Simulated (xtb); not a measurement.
C4H10BN, SMILES C=CB(C)NC. All values are semi-empirical tight-binding results from xtb (GFN2-xTB unless named), good for trends rather than for accurate numbers. Geometry: GFN2-xTB. The structure was generated by enumeration, and PubChem lists no compound with its InChIKey, so it may never have been made. One conformer was computed; it need not be the lowest.

Computed properties:
```json
{
 "orbital_gap": "4.72 eV",
 "dipole_moment": "1.72 D",
 "zero_point_energy": "85.4 kcal/mol",
 "G − E(el) at 298.15 K (modified RRHO)": "65.0 kcal/mol",
 "static polarisability (D4 model)": "71.1 bohr³",
 "solvation energy, GFN2-xTB/ALPB(water)": "-1.7 kcal/mol",
 "solvation energy, GFN2-xTB/ALPB(dmf)": "-6.3 kcal/mol"
}
```

Problem. Give the IR lines (harmonic; lines under 4 % of the strongest left out, lines within 3 cm⁻¹ merged). (The exact figures need the calculation; the answer reports its results.)

Solution. ν (cm⁻¹): 504 (w), 594 (w), 675 (m), 695 (w), 860 (m), 866 (s), 917 (w), 1009 (m), 1042 (w), 1058 (m), 1082 (m), 1150 (s), 1329 (s), 1394 (m), 1411 (w), 1474 (vs), 1484 (w), 1502 (m), 1519 (s), 1675 (w), 2935 (m), 2960 (s), 3003 (m), 3014 (s), 3018 (s), 3030 (m), 3042 (m), 3063 (s), 3088 (s), 3416 (w) (against the strongest line: vs over 80 %, s over 45 %, m over 15 %, w over 4 %, vw less)
